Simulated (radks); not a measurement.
Results of a calculation; reference values are marked as such.
The bromine anion Br- inside a hard spherical wall (all orbitals vanish at R), configuration held at [Kr] and not refilled when levels cross. Code: a radial shooting solver on a logarithmic mesh with Libxc functionals. Model: non-relativistic Kohn-Sham, PBE, spin-polarised, spherical densities, point nucleus. Eigenvalues in eV for spin up, with the zero of energy where the potential of the charges vanishes at infinity; a dash marks a level that is unbound or too diffuse for the functional's potential to be trusted. A positive occupied level is held by the wall or, in an anion where self-interaction has pushed it up, behind a barrier. The pressure on the wall is -dE/dV.

| R (bohr) | E (hartree) | kinetic (hartree) | e(3p) | e(3d) | e(4s) | e(4p) | e(5s, empty) | e(5p, empty) | pressure (GPa) |
|---|---|---|---|---|---|---|---|---|---|
| 20 | -2573.91374 | 2572.378 | -162.72 | -59.400 | -10.929 | 0.077 | 2.407 | 2.634 | < 0.0001 |
| 15 | -2573.91373 | 2572.378 | -162.71 | -59.395 | -10.925 | 0.081 | 3.065 | 3.572 | 0.000139 |
| 12 | -2573.91357 | 2572.379 | -162.69 | -59.369 | -10.901 | 0.102 | 3.753 | 4.645 | 0.00225 |
| 3 | -2571.82054 | 2580.416 | -139.92 | -36.835 | 7.145 | 20.562 | 73.332 | 86.759 | 884 |
| 2.5 | -2569.00602 | 2589.433 | -125.67 | -22.842 | 21.851 | 37.690 | 125.51 | 142.00 | 3300 |
| 2 | -2561.04664 | 2613.033 | -100.14 | 2.442 | 57.021 | 77.392 | 239.01 | 258.39 | 15700 |
| 1.5 | -2532.87728 | 2691.473 | -44.882 | 59.682 | 166.79 | 194.41 | 537.09 | 553.66 | 111000 |
